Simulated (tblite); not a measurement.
Compound: C5H9N3S.
Structure used (GFN2-xTB), in Å, numbered top down from 1:
```xyz
18
C5H9N3S angstrom
C     -2.3301   -1.1169    0.0570
C     -1.7333   -0.5000   -1.2088
C     -0.7109    0.5198   -0.8657
N     -0.9005    1.8256   -0.9400
N      0.2270    2.3644   -0.5280
N      1.1666    1.5033   -0.1787
C      0.6056    0.3178   -0.3792
S      1.4066   -1.1945   -0.0826
C      3.0427   -0.5726    0.3910
H     -2.8013   -0.3482    0.6652
H     -1.5502   -1.5980    0.6432
H     -3.0774   -1.8613   -0.2053
H     -1.2630   -1.2852   -1.8055
H     -2.5155   -0.0214   -1.7987
H      0.3699    3.3606   -0.4825
H      3.6475   -1.4403    0.6336
H      3.4703   -0.0262   -0.4437
H      2.9371    0.0793    1.2523
```

All values are computed: GFN2-xTB (tblite) harmonic vibrations without scaling, gas phase. Against measured fundamentals such values can be off by several per cent, at times by over 20. One conformer, not necessarily the lowest.

Harmonic wavenumbers (cm⁻¹): 38.8, 58.9, 115.5, 127.4, 157.6, 197.7, 233.5, 246.5, 394.7, 402.4, 495.2, 511.8, 656.1, 679.1, 714.2, 735.4, 820.0, 952.9, 954.2, 964.5, 1005.5, 1067.7, 1082.9, 1098.3, 1136.9, 1188.1, 1234.6, 1314.4, 1317.1, 1349.5, 1360.7, 1405.7, 1432.2, 1434.1, 1443.4, 1457.4, 1497.5, 1500.1, 1539.8, 2971.1, 3003.0, 3037.9, 3039.1, 3040.4, 3042.3, 3045.0, 3061.7, 3459.9.

A = 1912, B = 1231, C = 796.7 MHz; mass 143.052 u (most abundant isotopes); point group C1, symmetry number 1.

**Question.** What is the zero-point energy?

**Answer.** ½Σν̃ = 31011 cm⁻¹ = 370.98 kJ/mol.

**Question.** Give the ideal-gas entropy at 350 K and 1 bar in the rigid-rotor, harmonic-oscillator model (classical rotation).

**Answer.** Translation 174.09, rotation 125.55, vibration 146.30: S = 445.9 J/(mol K).

**Question.** And Cp and H(350 K) − H(0)?

**Answer.** Cp = 174.36 J/(mol K), of which vibrations give 141.11 (their classical limit is 48 R = 399.1); H(350 K) − H(0) = 37.45 kJ/mol without the zero-point energy, 25.81 from vibrations.

**Question.** What must be added to the electronic energy to get the Gibbs energy at 350 K and 1 bar?

**Answer.** ZPE + [H(350 K) − H(0)] − T·S = 370.98 + 37.45 − 156.08 = 252.35 kJ/mol.

**Question.** How do the functions run with temperature in this model?

**Answer.** 
| T (K) | S (J/(mol K)) | Cp (J/(mol K)) | H − H(0) (kJ/mol) | G − H(0) (kJ/mol) | ln q(vib) |
| --- | --- | --- | --- | --- | --- |
| 50 | 250.8 | 57.5 | 2.17 | -10.36 | 0.68 |
| 100 | 298.5 | 81.4 | 5.68 | -24.16 | 2.04 |
| 298.15 | 419.6 | 154.2 | 28.93 | -96.18 | 7.40 |
| 373.15 | 457.4 | 183.2 | 41.59 | -129.08 | 9.31 |
| 500 | 517.3 | 226.8 | 67.69 | -190.95 | 12.47 |
| 750 | 621.8 | 288.1 | 132.65 | -333.70 | 18.43 |
| 1000 | 710.4 | 327.3 | 209.91 | -500.53 | 23.96 |

q(vib) and H(0) count from the zero-point level.

**Question.** Which modes carry the vibrational entropy at 350 K?

**Answer.** 38.8 cm⁻¹: 23.59; 58.9 cm⁻¹: 20.13; 115.5 cm⁻¹: 14.59; 127.4 cm⁻¹: 13.79; 157.6 cm⁻¹: 12.07; 197.7 cm⁻¹: 10.26 J/(mol K); the other 42 give 51.89 together.

Hindered rotation and anharmonicity are outside this model. Other conformers, if any are populated, would add a mixing term that is left out. The structure is chiral; the term R ln 2 for an equal mix with its mirror image is left out.
